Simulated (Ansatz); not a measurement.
A nudged elastic band was laid between two geometries of BClF2 + FH (6 atoms, charge 0, multiplicity 1).

All numbers below come from RKS B3LYP-D4/def2-SVP (Ansatz).

| Property | Result |
| --- | --- |
| movable images | 5 |
| climbing image | yes |
| spring | 5.0 eV/Å² |
| optimiser | quadratic models (default) |
| start path | through a guess of the saddle point |
| force threshold | 0.05 eV/Å |
| iteration limit | 60 |
| end points | relaxed |

First end point:

```xyz
6
Properties=species:S:1:pos:R:3
B -0.002 0.236 0.108
Cl -0.011 0.630 1.842
F 1.136 0.229 -0.545
F -1.141 0.156 -0.540
F 0.070 -2.055 0.581
H 0.068 -1.926 1.503
```

Last end point:

```xyz
6
Properties=species:S:1:pos:R:3
B 0.015 -0.362 -0.474
Cl 0.009 0.024 2.524
F 1.134 0.291 -0.683
F -1.144 0.221 -0.679
F 0.055 -1.641 -0.145
H 0.052 -1.261 2.408
```

Question: What changes between the two ends?

Answer: Bonds broken: B1–Cl2, F5–H6. Bonds formed: B1–F5, Cl2–H6. BClF2 + FH becomes BF3 + ClH.

Question: Give the energies along the band, and the barrier.

Answer: The run converged. The highest image is number 2 of 0 to 6, 0.48 eV above the first end and 1.21 eV above the last; the last end lies 0.73 eV below the first. A vibrational analysis at the climbing image gives one clearly imaginary mode, 884i cm⁻¹: a first-order saddle point. The orbitals stay closed-shell, which can raise the energy where a bond breaks towards radicals; this wasn't checked here.

```json
{"image": "0", "path coordinate (Å)": "0.00", "energy (eV)": "0.00", "B1–Cl2 (Å)": "1.78", "F5–H6 (Å)": "0.93", "B1–F5 (Å)": "2.34"}
{"image": "1", "path coordinate (Å)": "0.50", "energy (eV)": "0.11", "B1–Cl2 (Å)": "1.84", "F5–H6 (Å)": "0.95", "B1–F5 (Å)": "1.95"}
{"image": "2", "path coordinate (Å)": "1.01", "energy (eV)": "0.48", "B1–Cl2 (Å)": "2.04", "F5–H6 (Å)": "1.15", "B1–F5 (Å)": "1.55"}
{"image": "3", "path coordinate (Å)": "1.37", "energy (eV)": "-0.04", "B1–Cl2 (Å)": "2.28", "F5–H6 (Å)": "1.51", "B1–F5 (Å)": "1.40"}
{"image": "4", "path coordinate (Å)": "1.73", "energy (eV)": "-0.55", "B1–Cl2 (Å)": "2.63", "F5–H6 (Å)": "1.86", "B1–F5 (Å)": "1.34"}
{"image": "5", "path coordinate (Å)": "2.10", "energy (eV)": "-0.71", "B1–Cl2 (Å)": "2.91", "F5–H6 (Å)": "2.20", "B1–F5 (Å)": "1.33"}
{"image": "6", "path coordinate (Å)": "2.46", "energy (eV)": "-0.73", "B1–Cl2 (Å)": "3.02", "F5–H6 (Å)": "2.58", "B1–F5 (Å)": "1.32"}
```

Question: What is the geometry of the highest image?

Answer: 
```xyz
6
Properties=species:S:1:pos:R:3:forces:R:3
B 0.010 -0.202 0.036 0.03 0.01 0.04
Cl 0.003 0.213 2.033 0.00 -0.01 -0.02
F 1.150 0.157 -0.524 -0.01 0.01 -0.01
F -1.149 0.095 -0.521 0.00 -0.01 0.00
F 0.057 -1.704 0.428 -0.01 -0.01 -0.01
H 0.049 -1.288 1.498 0.00 0.01 0.01
```

Question: What are the harmonic wavenumbers there?

Answer: 884i, 231, 310, 378, 410, 513, 613, 778, 1054, 1115, 1468, 1691 cm⁻¹.

Run time: 2.2 min on 1 thread of Arm Neoverse V2, on a shared host, peak memory 0.15 GiB.
